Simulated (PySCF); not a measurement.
## Radial density of Cl⁺ (chlorine, charge +1)

UHF, [Ne] 3s2 3p4, high-spin 3P determinant. All numbers are calculated (PySCF 2.14, the non-relativistic Hamiltonian (point nucleus), in dyall-av2z).

```tsv
r (bohr)	4πr²ρ (e/bohr)	4πr²(ρα − ρβ)
0.00178	0.1206	0.0000
0.00299	0.3267	0.0000
0.00503	0.8636	0.0000
0.00846	2.173	0.0001
0.0142	5.060	0.0003
0.0239	10.31	0.0014
0.0403	16.88	0.0067
0.0677	19.51	0.0317
0.114	14.92	0.1209
0.192	14.46	0.2829
0.322	19.38	0.2449
0.542	10.15	-0.0183
0.912	3.552	0.7407
1.53	4.041	1.3497
2.58	0.9767	0.3396
4.34	0.04123	0.0144
7.30	5.684e-05	0.0001
```

Where is the radial spin density 4πr²(ρα − ρβ) most negative, and why is it negative at all?

Around r = 0.542 bohr, down to -0.0183 e/bohr: exchange with the open shell polarises the paired shells in an unrestricted calculation.
